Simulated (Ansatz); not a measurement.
Reactions of `[F][Mg][Br]`.

Calculated with Ansatz (gas phase, PBE0-D4/def2-TZVP geometries, no zero-point term in ΔE). CBS: MP2 limit from def2 TZ/QZ plus the TZ coupled-cluster correction, frozen cores. This one scheme is used for every species, atoms too. No spin–orbit coupling; open shells (•) take unrestricted orbitals. Spin–orbit coupling would lower the free atoms: a little for F; clearly for Br. Bonds to Br, Mg are less sure, by a few kJ/mol each and by 10 to 20 or more in all where they break to atoms, as the def2 sets lack core-valence functions. Scalar relativity is left out up to krypton. Each species was taken in one conformer, which may not be the lowest.

(1) Order these by ΔE at CCSD(T)/CBS, lowest first. (Best estimate.)
A. `[F][Mg][Br]` + H–F → `[F][Mg][F]` + HBr
B. `[F][Mg][Br]` + HCl → `[Cl][Mg][Br]` + H–F
C. `[F][Mg][Br]` + NH₃ → `[NH2][Mg][Br]` + H–F
D. `[F][Mg][Br]` → Br• + F• + Mg (atom)
E. `[F][Mg][Br]` + H₂ → `[MgH][Br]` + H–F
F. `[F][Mg][Br]` + HCl → `[F][Mg][Cl]` + HBr
G. `[F][Mg][Br]` + H₂O → `[OH][Mg][Br]` + H–F

Largest T1 diagnostic: 0.012, for `[F][Mg][F]`.

Answers

(1) B (-0.24 eV), F (+0.09 eV), A (+0.34 eV), G (+0.58 eV), C (+1.21 eV), E (+1.60 eV), D (+9.10 eV).
